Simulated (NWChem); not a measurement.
C2H6B cation

```xyz
9

C      0.0000     0.0000     1.4827
B      0.0000     0.0000     0.0000
C      0.0000     0.0000    -1.4827
H     -0.7883     0.6643     1.8729
H     -0.1811    -1.0148     1.8729
H      0.9694     0.3505     1.8729
H      0.3505     0.9694    -1.8729
H     -1.0148    -0.1811    -1.8729
H      0.6643    -0.7883    -1.8729
```
Atoms are numbered in this order, from 1.

Program: NWChem. Pople sets run with spherical d functions. Geometry: optimised at B3LYP/6-31G* (spherical d). Hybrids' shares of exact exchange are those that their runs print; pure functionals count as 0. The functionals differ in more than this share.

```
row            share of exact exchange  orbital gap (eV)
-------------  -----------------------  ----------------
PBE/6-31G*                        0.00              7.10
BP86/6-31G*                       0.00              7.14
TPSSh/6-31G*                      0.10              8.44
B3LYP/6-31G*                      0.20          withheld
PW6B95/6-31G*                     0.28              9.79
```

Fit a straight line of the last column on the one before it, predict the withheld value, and compare with the run.


1. Means of the 4 shown rows: x = 0.095, y = 8.117. Slope Σ(x − x̄)(y − ȳ)/Σ(x − x̄)² = 0.5005/0.05230 = 9.571; intercept 7.208.
2. The shown rows scatter about the line by 0.159 (root mean square); the largest residual is +0.27, at TPSSh/6-31G*.
3. At x = 0.20 (B3LYP/6-31G*; inside the shown range) the line gives 9.12.
4. The run gives 9.19, +0.07 from the line, 0.4 times the scatter.
